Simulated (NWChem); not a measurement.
Molecule: C₅H₁₂Si; SMILES C=C[Si](C)(C)C

```xyz
18

C      0.3100    -2.4482    -0.4952
C      0.6215    -1.4147     0.2962
Si    -0.0476     0.3336     0.1118
C      1.3974     1.5160    -0.1539
C     -0.9538     0.8111     1.6952
C     -1.2251     0.4131    -1.3557
H      0.7288    -3.4502    -0.3448
H     -0.3832    -2.3441    -1.3382
H      1.3259    -1.6086     1.1190
H      1.0457     2.5564    -0.2447
H      1.9528     1.2635    -1.0708
H      2.1052     1.4742     0.6895
H     -0.2852     0.7510     2.5688
H     -1.3365     1.8428     1.6367
H     -1.8086     0.1417     1.8803
H     -0.7173     0.1442    -2.2954
H     -2.0806    -0.2682    -1.2239
H     -1.6257     1.4328    -1.4728
```
Atoms are numbered in this order, from 1.

Program: NWChem. Geometry: optimised at PBE0/def2-SVP. No frequency run checked for a minimum. Level: PBE0/def2-SVP with SMD (1 M gas to 1 M solution), gas-phase geometry. Reactions with the solvent are ignored.

```csv
solvent,dielectric constant,solvation free energy (kcal/mol),cavity-dispersion-structure term (kcal/mol),dipole in solution (D)
water,78.4,3.8,6.3,0.27
acetonitrile,35.7,-1.4,1.0,0.27
"N,N-dimethylformamide",37.2,-0.4,2.0,0.27
chloroform,4.71,-2.3,-0.4,0.25
tetrahydrofuran,7.43,-1.2,0.9,0.26
diethyl ether,4.24,-2.1,-0.2,0.25
ethyl acetate,5.99,-1.5,0.5,0.25
```
